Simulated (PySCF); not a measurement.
# Excitation energy of V⁺ by level of theory

V⁺ [Ar] 3d4 (5D) → V⁺ [Ar] 3d3 4s1 (5F), as a difference of total energies. All numbers are calculated (PySCF 2.14, scalar relativity by spin-free X2C-1e, in ANO-RCC-VTZP (6s5p3d2f1g, 59 functions)). Correlated levels: valence: [Ar] frozen; valence and next inner shell: [Ne] frozen. The calculations carry no spin-orbit coupling.

```json
{"method": "UHF", "excitation energy (eV)": "-0.428", "error (eV)": "-0.765"}
{"method": "LDA", "excitation energy (eV)": "0.752", "error (eV)": "+0.415"}
{"method": "PBE", "excitation energy (eV)": "0.573", "error (eV)": "+0.236"}
{"method": "PBE0", "excitation energy (eV)": "0.471", "error (eV)": "+0.134"}
{"method": "r2SCAN", "excitation energy (eV)": "0.227", "error (eV)": "-0.110"}
{"method": "B2PLYP", "excitation energy (eV)": "0.242", "error (eV)": "-0.095"}
{"method": "M06-2X", "excitation energy (eV)": "0.488", "error (eV)": "+0.151"}
{"method": "BLYP", "excitation energy (eV)": "0.416", "error (eV)": "+0.079"}
{"method": "MP2 (valence)", "excitation energy (eV)": "0.081", "error (eV)": "-0.256"}
{"method": "SCS-MP2 (valence)", "excitation energy (eV)": "-0.258", "error (eV)": "-0.595"}
{"method": "MP2 (valence and next inner shell)", "excitation energy (eV)": "0.480", "error (eV)": "+0.143"}
{"method": "SCS-MP2 (valence and next inner shell)", "excitation energy (eV)": "0.112", "error (eV)": "-0.225"}
```

Reference: 0.337 eV (measured; NIST levels, between the centres of gravity of the two terms).

Errors of the correlated levels include the incompleteness of this basis and the frozen core.

The basis was made for the ground configuration and has no added diffuse functions, so the excitation energy can come out too high.
